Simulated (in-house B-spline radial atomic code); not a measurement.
A fraction x of an electron is moved 3p → 3d in Ni, starting from [Ar] 3d8 4s2 and keeping the highest spin. Level of theory: scalar-relativistic (X2C) AM05, spin-polarised, spherical fractional occupations, Fermi nucleus of rms radius 3.7757 fm; calculated with an all-electron radial atomic-structure program (B-spline basis).

| x | E(x) - E(0) (eV) | 3p down level (eV) | 3d down level (eV) |
| --- | --- | --- | --- |
| 0 | 0.0000 | -69.904 | -7.828 |
| 0.125 | 7.7606 | -70.013 | -7.920 |
| 0.25 | ? | ? | ? |
| 0.375 | 23.2882 | -70.229 | -8.101 |
| 0.5 | 31.0552 | -70.336 | -8.192 |
| 0.625 | 38.8243 | -70.443 | -8.281 |
| 0.75 | ? | ? | ? |
| 0.875 | 54.3688 | -70.655 | -8.460 |
| 1 | 62.1442 | -70.760 | -8.549 |

(1) What belongs in the row x = 0.25?

(2) What belongs in the row x = 0.75?

(3) Check Janak's theorem between x = 0.375 and 0.5.

Results:

(1) An energy change of 15.5233 eV; 3p down at -70.121 eV, 3d down at -8.011 eV.

(2) An energy change of 46.5955 eV; 3p down at -70.549 eV, 3d down at -8.371 eV.

(3) The slope of the energy is 62.14 eV; the orbital levels give 62.14 eV (ε of the receiving orbital less ε of the emptying one, averaged over the two points).
